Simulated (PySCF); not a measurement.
BHO, SMILES B=O.

Geometry: PBE0-D3(BJ)/def2-TZVPD.

Level of theory: PBE0-D3(BJ)/def2-TZVPD run with PySCF 2.14.0.

Frequencies are harmonic and unscaled.

Modes within 1.5 cm⁻¹ of each other (mostly degenerate sets) share a row, with their intensities summed.

```json
[
 {"mode": "1–2", "ν (cm⁻¹)": "778", "IR (km/mol)": "26.6", "Raman (Å⁴/amu)": "0.0", "depolarisation": "–", "moving atoms (share of kinetic energy)": "H 70 %, B 26 %"},
 {"mode": "3", "ν (cm⁻¹)": "1882", "IR (km/mol)": "72.9", "Raman (Å⁴/amu)": "52.4", "depolarisation": "0.06", "moving atoms (share of kinetic energy)": "B 43 %, O 41 %, H 16 %"},
 {"mode": "4", "ν (cm⁻¹)": "2893", "IR (km/mol)": "10.3", "Raman (Å⁴/amu)": "35.4", "depolarisation": "0.10", "moving atoms (share of kinetic energy)": "H 81 %, B 18 %"}
]
```
